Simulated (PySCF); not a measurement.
# A bond scan of ClGeH2 cation

All numbers below are calculated, not measured. The program is PySCF 2.14.0, an open-source quantum chemistry code, run on an isolated molecule that a program drew, which may never have been made. The molecule is ClGeH2 cation (charge +1, singlet), drawn as the SMILES string `[Cl][GeH2+]`.

The structure below is the HF double-zeta minimum with every atom moved a little at random, so it isn't optimised. Bond Ge2-H3 is then set to each length in the table by shifting atom 3 along it, with nothing else relaxed.
```xyz
4
ClGeH2 cation, angstrom
Cl   -0.5543    3.0686   -2.9490
Ge    0.1344    2.1014   -1.1746
H     1.5591    1.5978   -1.2535
H    -0.8635    2.0477   -0.0409
```

E is the energy above the same method's energy at the HF double-zeta minimum. IE is the energy to remove one electron at fixed geometry, to the doublet state of charge +2, as a difference of total energies. The basis family is cc-pV(n+d)Z, with UHF for radicals and no spin-orbit coupling. Best is HF at quadruple zeta, plus MP2 correlation extrapolated from triple and quadruple zeta, plus CCSD(T) minus MP2 at triple zeta, with a frozen core. The other columns are at triple zeta. Germanium has the cc-pVnZ-PP basis, with a core potential (ECP10MDF) in place of its 10 inner electrons, and its 3s, 3p and 3d shells are frozen in MP2 and coupled-cluster steps.

| bond (Å) | E wB97X (kcal/mol) | E HF (kcal/mol) | E CCSD(T) (kcal/mol) | E best (kcal/mol) | IE wB97X (eV) | IE HF (eV) | IE CCSD(T) (eV) | IE best (eV) | T1 |
|---|---|---|---|---|---|---|---|---|---|
| 1.5131 | 2.41 | 2.42 | 1.62 | 1.73 | 17.880 | 16.689 | 17.845 | 18.028 | 0.015 |
| 1.6001 | ? | ? | ? | ? | ? | ? | ? | ? | ? |
| 1.6811 | 7.41 | 8.22 | 6.00 | 6.13 | 17.808 | 16.642 | 17.775 | 17.957 | 0.016 |
| 1.7291 | 10.11 | 11.21 | 8.49 | 8.64 | 17.781 | 16.625 | 17.750 | 17.932 | 0.016 |
| 1.9671 | 27.40 | 30.25 | 24.40 | 24.53 | 17.599 | 16.499 | 17.580 | 17.759 | 0.016 |

T1 is the CCSD diagnostic of the starting molecule.

**Estimate the best E and IE at 1.6001 Å from the other rows.**

A cubic in the inverse of the bond length through the other values of E best gives 2.95 kcal/mol there. A least-squares quadratic in the bond length through IE best gives 17.996 eV. The calculation gives 2.98 kcal/mol and 17.995 eV, so the fits miss by 0.03 kcal/mol and 0.001 eV. The same recipe one zeta lower moves these two values by 0.17 kcal/mol and 0.06 eV, a gauge of their own error. The rest of the row: E is 3.95 (wB97X), 4.33 (HF), 2.85 (CCSD(T)); IE is 17.846 (wB97X), 16.667 (HF), 17.813 (CCSD(T)); T1 is 0.015.
